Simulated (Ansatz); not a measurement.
`[F][GeH2][GaH2]` + `[NH2][GeH3]` → `[F][GeH2][NH][GeH3]` + `[GaH3]` at 500 K and 1 bar (cleavage of the Ge–Ga bond).

Isolated molecules relaxed with PBE0-D4/def2-TZVP in Ansatz; ΔE leaves out vibrations. CCSD(T)/CBS is the MP2 limit (def2-TZVPP, def2-QZVPP) plus CCSD(T) − MP2 in def2-TZVPP, frozen cores. For Ga, Ge outer-core shells are correlated without core-valence functions, which leaves a few kJ/mol of doubt a bond. Scalar relativity is left out up to krypton. One conformer a species, not always the lowest.

```json
{"species": "`[F][GeH2][GaH2]`", "CCSD(T)/CBS energy (Eh)": "-4102.26260", "H − E (kJ/mol)": "120.9", "S (J/(mol·K))": "390.2"}
{"species": "`[NH2][GeH3]`", "CCSD(T)/CBS energy (Eh)": "-2133.81884", "H − E (kJ/mol)": "158.0", "S (J/(mol·K))": "315.9"}
{"species": "`[F][GeH2][NH][GeH3]`", "CCSD(T)/CBS energy (Eh)": "-4310.37685", "H − E (kJ/mol)": "200.2", "S (J/(mol·K))": "436.1"}
{"species": "`[GaH3]`", "CCSD(T)/CBS energy (Eh)": "-1925.70545", "H − E (kJ/mol)": "69.3", "S (J/(mol·K))": "243.1"}
```

H − E and S are ideal-gas, rigid-rotor, harmonic terms from PBE0-D4/def2-TZVP, for one conformer and one mirror image of each species. 1 Eh = 2625.50 kJ/mol, R = 8.31446 J/(mol·K).

**Question.** By hand: ΔE, ΔH, ΔS and ΔG.

**Answer.** ΔE = (-4310.37685) + (-1925.70545) − (-4102.26260) − (-2133.81884) = -0.00086 Eh = -2.3 kJ/mol. Δ(H − E) = 200.2 + 69.3 − 120.9 − 158.0 = -9.4, so ΔH = -11.7 kJ/mol. ΔS = 436.1 + 243.1 − 390.2 − 315.9 = -26.9 J/(mol·K). ΔG = -11.7 − 500 × (-26.9)/1000 = 1.8 kJ/mol.

**Question.** By hand: the equilibrium constant, and the temperature at which ΔG would vanish if ΔH and ΔS stayed fixed.

**Answer.** log₁₀ K = −ΔG/(RT ln 10) = -0.2. ΔG = 0 at ΔH/ΔS = 435 K.

TΔS isn't small against ΔH here. The sign of ΔG lies within the doubt. A doubt of 5 kJ/mol in ΔE shifts log₁₀ K by 0.5 here. Other conformers and mirror images would add mixing entropy, several J/(mol·K) or more a flexible species. Modes under 60 cm⁻¹, often nearly free rotors, make the harmonic entropy too high. These are equilibria of isolated gas molecules and say nothing of rates. Largest T1 diagnostic: 0.013 (customary marks: 0.02 for closed shells, 0.045 for open ones).
